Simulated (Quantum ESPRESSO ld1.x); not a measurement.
All-electron atom: the osmium ion Os4+ in [Xe] 4f14 5d4. Calculated with ld1.x of Quantum ESPRESSO 7.5: Dirac Kohn-Sham, LDA (Slater exchange, VWN5 correlation), spin-unpolarised, spherical densities, point nucleus; open shells are shared between the two j in proportion to 2j + 1.

Spin-orbit splittings of the eigenvalues, e(l+1/2) - e(l-1/2), with zeta = 2 splitting/(2l+1) and mean radii in bohr:

| shell | occ. | splitting (eV) | zeta (eV) | <r> j=l-1/2 | <r> j=l+1/2 |
|---|---|---|---|---|---|
| 2p | 6 | 1530 | 1020 | 0.06132 | 0.06951 |
| 3p | 6 | 333.5 | 222.4 | 0.1836 | 0.1987 |
| 3d | 10 | 72.30 | 28.92 | 0.1735 | 0.1781 |
| 4p | 6 | 78.59 | 52.40 | 0.4358 | 0.4696 |
| 4d | 10 | 14.56 | 5.823 | 0.4826 | 0.4940 |
| 4f | 14 | 2.817 | 0.8048 | 0.5509 | 0.5589 |
| 5p | 6 | 12.77 | 8.514 | 1.084 | 1.177 |
| 5d | 4 | 1.418 | 0.5672 | 1.516 | 1.554 |
| 6p | 0 | 2.288 | 1.525 | 2.603 | 2.770 |
